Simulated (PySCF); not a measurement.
**Telling isomers of C₈H₉Cl apart by NMR**

- GFN2-xTB geometry
- PBE0/pcSseg-1 with gauge-including orbitals
- code: PySCF 2.14
- no relativistic terms, one conformer, gas phase, rapidly exchanging positions averaged

δ = σ(ref) − σ, references computed at the same level: 1H (31.72 ppm) and 13C (186.93 ppm) against TMS. Where no couplings were computed, multiplicities follow the n + 1 count of equivalent neighbours, and m marks all less simple cases (inequivalent or close neighbours, rings, F or P nearby). Shifts are as computed. Against solution values, carbons near 30 ppm lie about +3 ppm off and those near 130 ppm about +5 ppm; carbons on Cl a further +6 ppm. Of 1211 compounds with measured shifts, 218 miss one by over three times the rms of a fit or turn the order of signals round; such compounds aren't used in these exercises. Carbons bonded to Cl come out too deshielded.

(1) Tabulate the signals of `C#C[C@@H]1C=C[C@@H](Cl)CC1`, `C=C1C=C(C)C(CCl)=C1` and their relative energies.

(2) What is the quickest way to tell C#C[C@@H]1C=C[C@@H](Cl)CC1 from C=C1C=C(C)C(CCl)=C1?

Answers

(1) 
```json
{"SMILES": "C#C[C@@H]1C=C[C@@H](Cl)CC1", "carbon types": "1×C 5×CH 2×CH2", "δC": "138.2, 137.0, 89.6, 76.9, 59.2, 31.6, 28.8, 26.5", "δH": "6.15 (m, 1H), 6.11 (m, 1H), 4.53 (m, 1H), 3.11 (m, 1H), 2.53 (m, 1H), 2.44 (m, 1H), 1.93 (m, 1H), 1.75 (m, 1H), 1.58 (d, 1H)", "E rel. (kcal/mol)": "24.6"}
{"SMILES": "C=C1C=C(C)C(CCl)=C1", "carbon types": "3×C 2×CH 2×CH2 1×CH3", "δC": "158.1, 152.9, 152.0, 131.9, 131.2, 127.6, 46.0, 15.8", "δH": "6.30 (s, 1H), 6.15 (s, 1H), 6.03 (m, 1H), 6.02 (m, 1H), 4.49 (s, 2H), 2.32 (s, 3H)", "E rel. (kcal/mol)": "0.0"}
```

Energies are electronic energies at PBE0/pcSseg-1 on these geometries, without zero-point or thermal terms, each for the one conformer computed, which needn't be the lowest.

(2) Both give the same number of carbon signals, but DEPT or the intensities differ. The first has an alkyne carbon (C) at 89.6 ppm, the second a fully substituted alkene carbon (C) at 158.1 ppm. Their most deshielded carbons lie at 138.2 and 158.1 ppm.
